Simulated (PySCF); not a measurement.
**Radial density of Co⁺ (cobalt, charge +1)**

M06-L, [Ar] 3d8, high-spin 3F determinant. Computed with PySCF 2.14 in Sapporo-DKH3-DZP-2012 (6s4p3d1f, 40 functions), with scalar relativity by spin-free X2C-1e.

```csv
r (bohr),4πr²ρ (e/bohr),4πr²(ρα − ρβ)
0.00116,0.3161,0.0000
0.00195,0.7910,0.0000
0.00328,1.938,0.0000
0.00552,4.523,0.0001
0.00928,9.864,0.0002
0.0156,18.95,0.0005
0.0263,29.27,0.0009
0.0442,32.26,0.0019
0.0743,26.03,0.0079
0.125,30.69,0.0436
0.210,34.85,0.2466
0.354,16.28,0.9830
0.595,18.21,1.9111
1.00,12.18,1.4737
1.68,2.631,0.4390
2.83,0.3552,0.0294
4.76,0.01519,0.0009
8.01,2.343e-05,0.0000
```

Densities and radii are taken from the X2C orbitals without a picture-change correction, which distorts them close to the nucleus.
